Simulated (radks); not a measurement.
Values are calculated unless marked as measured or tabulated.
Os46+, 30 electrons, occupied as [Ar] 3d10 4s2.

Code: a radial shooting solver on a logarithmic mesh with Libxc functionals. Model: Dirac Kohn-Sham, LB94 model potential, spin-unpolarised, spherical densities, finite nucleus; Fermi nuclear charge, rms radius 5.4126 fm.

Energy parts (eV):
part                  energy
kinetic            493318.20
electron-nucleus  -998661.50
Hartree             82258.70
(The LB94 potential has no energy functional, so no total or exchange-correlation energy is given.)

Orbitals (lengths in bohr, moments of r in powers of bohr; <r^-3> diverges for s and p1/2; r(max) is where P^2 peaks; r(90%) holds 90 % of the orbital's charge):
orbital  occ.  eigenvalue (eV)   r(max)  <r^-3>       <r^4>  r(90%)
1s1/2       2        -76372.96  0.01102       -   5.094e-07  0.0323
2s1/2       2        -15238.63  0.06348       -  0.00007457   0.116
2p1/2       2        -14713.99  0.04695       -  0.00004448   0.101
2p3/2       4        -13163.78  0.05401   18110  0.00006630   0.112
3s1/2       2        -5240.287   0.1774       -    0.002552   0.279
3p1/2       2        -5006.939   0.1656       -    0.002212   0.270
3p3/2       4        -4656.514   0.1796    4309    0.002913   0.289
3d3/2       4        -4270.927   0.1395   755.1    0.001893   0.261
3d5/2       6        -4193.507   0.1434   636.2    0.002057   0.266
4s1/2       2        -2575.712   0.3734       -     0.03515   0.532
4p1/2       0        -2476.717   0.3677       -     0.03441   0.531
4p3/2       0        -2356.260   0.3894    1519     0.04201   0.557
5s1/2       0        -1538.569   0.6529       -      0.2585   0.869

The highest occupied level is 4s1/2 at -2575.7 eV. The electron density at the nucleus is 1.68e+06 e/bohr^3. Summed over all electrons, <r^2> = 1.038 bohr^2, which gives a Langevin (diamagnetic) susceptibility term of -0.822 x 10^-6 cm^3/mol.
